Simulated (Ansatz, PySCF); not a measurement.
Species: sum formula SiBr$_{2}$Cl, net charge 0, doublet state. It need not be the lowest isomer of its formula. 
Coordinates optimised at B3LYP-D3(BJ)/def2-TZVP (Ansatz, a first-principles code):
```xyz
4

Cl    -0.3491    -0.6659     2.2179
Si    -0.4102    -0.5939     0.1593
Br     1.6635    -0.7752    -0.6519
Br    -1.3299     1.3362    -0.4891
```
Charge 0, spin multiplicity 2.

Total electronic energies in hartree. Valence correlation only, unless marked. Open shells are spin-unrestricted. No spin-orbit coupling. Frozen are the shells of the preceding noble gas and the d and f shells that filled before the atom's block. No relativistic terms. Basis-set limits of correlation are two-point, X^-3; Hartree-Fock from the larger set. The bracket is a focal-point correction in the basis named.

| level | program | energy (Eh) |
|---|---|---|
| HF/6-31G | Ansatz | -5892.51307 |
| RI-HF/def2-TZVPP | Ansatz | -5893.40449 |
| RI-HF/def2-QZVPP | Ansatz | -5893.52469 |
| SVWN5/def2-TZVPD | Ansatz | -5888.42745 |
| PBE/def2-TZVPD | Ansatz | -5897.03158 |
| r2SCAN-D3(BJ)/def2-TZVPD | Ansatz + dftd3 | -5898.05692 |
| B3LYP-D4/def2-TZVPD | Ansatz + dftd4 | -5898.23170 |
| CAM-B3LYP/def2-TZVPD | PySCF | -5898.40110 |
| LC-wPBE/def2-TZVPD | Ansatz | -5897.19881 |
| wB97M-V/def2-TZVPD | Ansatz | -5897.80927 |
| B2GP-PLYP-D3(BJ)/def2-TZVPD | Ansatz + dftd3 | -5896.67824 |
| B2GP-PLYP/def2-TZVPD | Ansatz | -5896.66867 |
| B2PLYP-D3(BJ)/def2-TZVPD | Ansatz + dftd3 | -5897.05601 |
| RPA@PBE/def2-QZVPP | Ansatz | [?] |
| MP2/def2-TZVPP | Ansatz | -5894.00396 |
| RI-MP2/def2-TZVPP | Ansatz | -5894.00378 |
| RI-MP2/def2-QZVPP | Ansatz | -5894.18789 |
| RI-MP2/CBS(def2-TZVPP,def2-QZVPP) | Ansatz | -5894.2347 |
| SCS-MP2/STO-3G | Ansatz | -5829.67392 |
| SCS-MP2/6-31G | Ansatz | -5892.66698 |
| CCSD(T)/def2-TZVPP | Ansatz | -5894.07901 |
| RI-MP2/CBS(def2-TZVPP,def2-QZVPP)+[CCSD(T)-MP2]/def2-TZVPP | Ansatz | -5894.3097 |
| RI-MP2/CBS(def2-TZVPPD,def2-QZVPPD)+[CCSD(T)-MP2]/def2-TZVPPD | Ansatz | -5894.3095 |

### Question
Some entries are withheld; supply them.

### Answer

- RPA@PBE/def2-QZVPP, energy (Eh): -5894.57557
